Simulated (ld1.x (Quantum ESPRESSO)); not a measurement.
**nitrogen, PAW: configuration errors across variants**

| Property | Result |
| --- | --- |
| Element | nitrogen |
| Generator | ld1.x (Quantum ESPRESSO) 7.5 |
| Type | PAW |
| Functional | PBEsol |
| Relativity | scalar-relativistic |
| Frozen core | [He] |
| Valence charge | 5 |
| Reference configuration | 2s2 2p3 |
| Partial waves | 2s (bound): rcut 1.05, rcutus 1.20 bohr; 2s channel at 0.1 Ry: rcut 1.05, rcutus 1.20 bohr; 2p (bound): rcut 1.75, rcutus 2.10 bohr; 2p channel at -0.05 Ry: rcut 1.75, rcutus 2.10 bohr; 3d channel at -0.05 Ry: rcut 1.50, rcutus 1.85 bohr; 3d channel at 0.45 Ry: rcut 1.50, rcutus 1.85 bohr |
| Local potential | all-electron potential smoothed inside 1.25 bohr (lloc = -1) |
| Core correction | Bessel-smoothed model core, default radius (core density twice the valence density) |
| Augmentation charge | PSQ, inside the norm-conserving radii |

All-electron excitation energies from the reference (eV): (1) 2s2 2p2 13.521; (2) 2s2 2p1 42.258; (3) 2s2 2p0 89.143; (4) 2s0 2p5 22.896; (5) 2s1 2p0 166.660; (6) 2s2 2p2.5 5.063; (7) 2s1 2p3 25.236.

The default core radius of the base comes out at 0.41 bohr.

The overlap operator is not positive definite (basis up to 400 Ry) in “base”, “core correction a·sin(br)/r model core, default radius (ld1.x builds one for every PAW set, though the input has nlcc=.false.)”, “core correction Bessel-smoothed model core inside 0.64 bohr”, “core correction Bessel-smoothed model core inside 0.94 bohr”, “core correction Bessel-smoothed model core inside 1.14 bohr”, “core correction Bessel-smoothed model core inside 1.38 bohr”. Such files are unfit for use, however small their errors in these radial tests.

Errors AE − PS in meV (a dash: test not solved or not reliable):

| change | (1) | (2) | (3) | (4) | (5) | (6) | (7) | bound ghosts |
| --- | --- | --- | --- | --- | --- | --- | --- | --- |
| base | -3.6 | -18 | +0.7 | -2.0 | -18 | -0.7 | -5.7 | not determined (overlap not positive) |
| core correction a·sin(br)/r model core, default radius (ld1.x builds one for every PAW set, though the input has nlcc=.false.) | -3.8 | -20 | -10 | -2.0 | -39 | -0.7 | -5.6 | not determined (overlap not positive) |
| core correction Bessel-smoothed model core inside 0.64 bohr | -3.6 | -18 | -0.9 | -2.0 | -19 | -0.7 | -5.7 | not determined (overlap not positive) |
| core correction Bessel-smoothed model core inside 0.94 bohr | -3.7 | -20 | -8.9 | -2.0 | -36 | -0.7 | -5.6 | not determined (overlap not positive) |
| core correction Bessel-smoothed model core inside 1.14 bohr | -3.8 | -20 | -11 | -2.0 | -39 | -0.7 | -5.6 | not determined (overlap not positive) |
| core correction Bessel-smoothed model core inside 1.38 bohr | -3.8 | -20 | -10 | -2.0 | -39 | -0.7 | -5.6 | not determined (overlap not positive) |

(1) Give the same row for: core correction Bessel-smoothed model core inside 0.84 bohr.

## Answers

(1) -3.7, -19, -7.9, -2.0, -31, -0.7, -5.6; bound ghosts: not determined (overlap not positive). Its overlap operator is not positive definite in a basis up to 400 Ry (lowest eigenvalue d -0.40), so the file is unfit for use: the generalised eigenproblem breaks down once the basis is large enough, and its test numbers describe a broken file.
